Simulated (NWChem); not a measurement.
System: C4H4F2; SMILES C(=C)C=C(F)F

```xyz
10

C      0.1640    -2.7357     0.0000
C     -0.3017    -1.4789     0.0000
C      0.5379    -0.2963     0.0000
C      0.0600     0.9499     0.0000
F      0.7996     2.0298     0.0000
F     -1.2125     1.2656     0.0000
H      1.2372    -2.9492     0.0000
H     -0.5156    -3.5904     0.0000
H     -1.3837    -1.3093     0.0000
H      1.6251    -0.3978     0.0000
```
Atoms are numbered in this order, from 1.

Level: PBE0/def2-SVP (NWChem), optimised geometry, unscaled harmonic frequencies. 

```json
[
 {"frequency (cm⁻¹)": "139", "IR intensity (km/mol)": "0.0"},
 {"frequency (cm⁻¹)": "173", "IR intensity (km/mol)": "1.9"},
 {"frequency (cm⁻¹)": "235", "IR intensity (km/mol)": "0.3"},
 {"frequency (cm⁻¹)": "390", "IR intensity (km/mol)": "0.1"},
 {"frequency (cm⁻¹)": "493", "IR intensity (km/mol)": "9.2"},
 {"frequency (cm⁻¹)": "619", "IR intensity (km/mol)": "4.8"},
 {"frequency (cm⁻¹)": "621", "IR intensity (km/mol)": "0.7"},
 {"frequency (cm⁻¹)": "684", "IR intensity (km/mol)": "12.6"},
 {"frequency (cm⁻¹)": "861", "IR intensity (km/mol)": "8.8"},
 {"frequency (cm⁻¹)": "917", "IR intensity (km/mol)": "25.6"},
 {"frequency (cm⁻¹)": "928", "IR intensity (km/mol)": "52.1"},
 {"frequency (cm⁻¹)": "1015", "IR intensity (km/mol)": "74.1"},
 {"frequency (cm⁻¹)": "1034", "IR intensity (km/mol)": "18.5"},
 {"frequency (cm⁻¹)": "1210", "IR intensity (km/mol)": "1.9"},
 {"frequency (cm⁻¹)": "1242", "IR intensity (km/mol)": "69.9"},
 {"frequency (cm⁻¹)": "1309", "IR intensity (km/mol)": "25.4"},
 {"frequency (cm⁻¹)": "1400", "IR intensity (km/mol)": "150.4"},
 {"frequency (cm⁻¹)": "1448", "IR intensity (km/mol)": "64.2"},
 {"frequency (cm⁻¹)": "1716", "IR intensity (km/mol)": "2.8"},
 {"frequency (cm⁻¹)": "1822", "IR intensity (km/mol)": "403.7"},
 {"frequency (cm⁻¹)": "3168", "IR intensity (km/mol)": "2.9"},
 {"frequency (cm⁻¹)": "3192", "IR intensity (km/mol)": "2.2"},
 {"frequency (cm⁻¹)": "3234", "IR intensity (km/mol)": "5.0"},
 {"frequency (cm⁻¹)": "3275", "IR intensity (km/mol)": "4.2"}
]
```

```
Quantity                                                                           Result
-----------------------------------------------------------------------  ----------------
zero-point energy                                                           44.5 kcal/mol
thermal correction to the enthalpy at 298.15 K (with zero-point energy)     48.7 kcal/mol
heat capacity Cv                                                         20.1 cal/(mol K)
entropy at 298.15 K and 1 atm (symmetry number 1)                        76.7 cal/(mol K)
dipole moment                                                                      0.79 D
```

Rigid rotor and harmonic oscillator.
